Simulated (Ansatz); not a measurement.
SiAu₃⁺. Total charge 1; singlet. Geometry PBE-D4/def2-SVP.

Cartesian coordinates in Å:
```
Au 0.776 -0.592 -1.991
Au -1.066 0.685 1.819
Au 1.181 -0.359 0.692
Si -0.891 0.266 -0.520
```

In the def2 sets Au takes a core potential; there is no spin–orbit coupling. LC-ωPBE has ω = 0.4 bohr⁻¹. B3LYP takes the VWN-RPA correlation. The structure comes from a short search, and lower isomers may exist.

Problem. Estimate the orbital energies around the gap (eV) in Ansatz with revPBE-D4/def2-TZVP, BLYP-D4/def2-TZVP, B3LYP-D4/def2-TZVP, PBE0-D4/def2-SVP, LC-ωPBE/def2-TZVP.

Solution. 
| orbital | revPBE-D4/def2-TZVP | BLYP-D4/def2-TZVP | B3LYP-D4/def2-TZVP | PBE0-D4/def2-SVP | LC-ωPBE/def2-TZVP |
| --- | --- | --- | --- | --- | --- |
| HOMO−9 | -12.73 | -12.65 | -13.97 | -14.35 | -16.86 |
| HOMO−8 | -12.68 | -12.60 | -13.92 | -14.30 | -16.79 |
| HOMO−7 | -12.59 | -12.53 | -13.77 | -14.13 | -16.60 |
| HOMO−6 | -12.49 | -12.43 | -13.68 | -14.05 | -16.41 |
| HOMO−5 | -12.30 | -12.22 | -13.51 | -13.88 | -16.27 |
| HOMO−4 | -12.20 | -12.13 | -13.37 | -13.73 | -16.15 |
| HOMO−3 | -12.01 | -11.94 | -13.20 | -13.56 | -15.94 |
| HOMO−2 | -11.95 | -11.88 | -13.18 | -13.55 | -15.93 |
| HOMO−1 | -11.04 | -11.02 | -11.78 | -11.99 | -13.77 |
| HOMO | -10.87 | -10.87 | -11.54 | -11.67 | -13.36 |
| LUMO | -8.81 | -8.79 | -8.26 | -8.15 | -5.74 |
| LUMO+1 | -8.70 | -8.77 | -8.19 | -7.90 | -5.67 |
| LUMO+2 | -7.35 | -7.38 | -6.86 | -6.59 | -4.53 |
| LUMO+3 | -7.06 | -7.10 | -6.61 | -6.31 | -4.41 |
| LUMO+4 | -5.25 | -5.28 | -4.83 | -4.48 | -2.79 |
| LUMO+5 | -4.68 | -4.72 | -4.29 | -3.96 | -2.23 |
